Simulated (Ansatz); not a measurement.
Ideal-gas functions of `[CH3][GeH3]` at 600 K and 1 bar, from an Ansatz frequency run at PBE0-D4/def2-TZVP.

Molar mass 90.67 g/mol, point group C3v (symmetry number 3), electronic degeneracy 1, moments of inertia 9.456, 58.637, 58.638 u Å². Harmonic wavenumbers (cm⁻¹, unscaled): 162, 490, 490, 610, 842, 846, 846, 900, 900, 1267, 1458, 1458, 2148, 2148, 2148, 3067, 3159, 3159.

Use S(trans) = R[1.5 ln M + 2.5 ln T − 1.1517]; rotational temperatures θ = 24.2544 K / I; S(rot) = R[ln(√π/σ · √(T³/θAθBθC)) + 1.5]; for each mode x = 1.438777 ν̃/T, S = R[x/(eˣ − 1) − ln(1 − e⁻ˣ)] and H = RT x/(eˣ − 1); 1 cm⁻¹ = 0.0119627 kJ/mol; R = 8.31446 J/(mol·K).

Task: By hand: the entropy, in J/(mol·K).

Result: Translation 179.6. Rotation: θ = 2.565, 0.4136, 0.4136 K, giving 91.3. Vibration, mode by mode: 16.23, 7.44, 7.44, 5.86, 3.75, 3.73, 3.73, 3.36, 3.36, 1.68, 1.16, 1.16, 0.30, 0.30, 0.30, 0.04, 0.04, 0.04, in all 59.9. Electronic 0.0. Sum 330.8 J/(mol·K).

Task: By hand: H − E and G − E in kJ/mol, counted from the electronic energy.

Result: Zero-point energy ½ × 26098 × 0.0119627 = 156.1; thermal vibration 21.3; translation, rotation and pV give 4 RT = 20.0. H − E = 197.4 kJ/mol, and G − E = 197.4 − 600 × 330.8/1000 = -1.1 kJ/mol.

Vibration gives 18 % of the entropy.
